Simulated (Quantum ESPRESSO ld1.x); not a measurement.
The mean radii <r> (bohr) of the occupied orbitals of an atom or ion are listed with their occupations. All-electron calculation, Dirac Kohn-Sham, relativistic LDA (MacDonald-Vosko exchange, VWN5 correlation), spin-unpolarised, spherical densities, point nucleus. Program: ld1.x of Quantum ESPRESSO 7.5.

| orbital | occ. | <r> |
|---|---|---|
| 1s1/2 | 2 | 0.02419 |
| 2s1/2 | 2 | 0.1029 |
| 2p1/2 | 2 | 0.08629 |
| 2p3/2 | 4 | 0.09257 |
| 3s1/2 | 2 | 0.2730 |
| 3p1/2 | 2 | 0.2624 |
| 3p3/2 | 4 | 0.2747 |
| 3d3/2 | 4 | 0.2457 |
| 3d5/2 | 6 | 0.2495 |
| 4s1/2 | 2 | 0.6188 |
| 4p1/2 | 2 | 0.6343 |
| 4p3/2 | 4 | 0.6611 |
| 4d3/2 | 4 | 0.7044 |
| 4d5/2 | 6 | 0.7135 |
| 5s1/2 | 2 | 1.388 |
| 5p1/2 | 2 | 1.505 |
| 5p3/2 | 4 | 1.565 |

Name the element and its charge. Open shells, if any, are shared by 2j + 1.

Answer. Z = 59, praseodymium, charge +5: Pr5+ in [Xe]. The 1s radius gives Z: for a bare nucleus <r> = (2 gamma + 1)/(2Z) with gamma = sqrt(1 - (Z/c)^2), 0.02377 bohr for Z = 59, and screening makes it slightly larger (0.02419 here). The occupations add up to 54, and the charge is Z minus that.
